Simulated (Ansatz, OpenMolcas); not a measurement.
## From Ansatz to OpenMolcas

Ansatz 0.2.0 runs this on GeSe (SMILES [Ge-]#[Se+]):

run.yaml:
```yaml
crystal:
  periodic: [false, false, false]
  atoms:
    - {symbol: Ge, position_ang: [0.000000, 0.000000, -0.320171]}
    - {symbol: Se, position_ang: [0.000000, 0.000000, 2.134629]}
basis:
  gaussian: {orbitals: STO-3G}
hamiltonian: {xc: hf}
accuracy: high
output: {orbitals: {seedname: orbitals}}
```

```bash
$ ansatz run run.yaml --threads 1 --pin off --max-ram 3480MiB --events-out events.jsonl --progress --plain --runs-dir runs
```

The Ge1–Se2 distance was set to 2.455 Å, away from the relaxed value.

It gives a total energy of -4425.245236 Eh.

Q: Write the same calculation for OpenMolcas 26.06 as an input file of the program's own.

A: For example:

mol.xyz:
```
2

Ge     0.000000     0.000000    -0.320171
Se     0.000000     0.000000     2.134629
```

calc.inp:
```
>>> EXPORT MOLCAS_PRINT=2

&GATEWAY
 BASLIB
 $CurrDir
 COORD
 mol.xyz
 BASIS
 STO-3G
 GROUP
 NoSym

&SEWARD

&SCF
 THRESHOLDS
 1e-10 1e-07 1e-07 1e-05
 PRORBITALS
 1 2
```

```bash
$ export MOLCAS_MEM=1860
$ pymolcas calc.inp > calc.log
```

(Basis files named in the input come from the Basis Set Exchange and aren't shown.)

Its energy is -4425.245236 Eh, 0.000 mEh from the first.
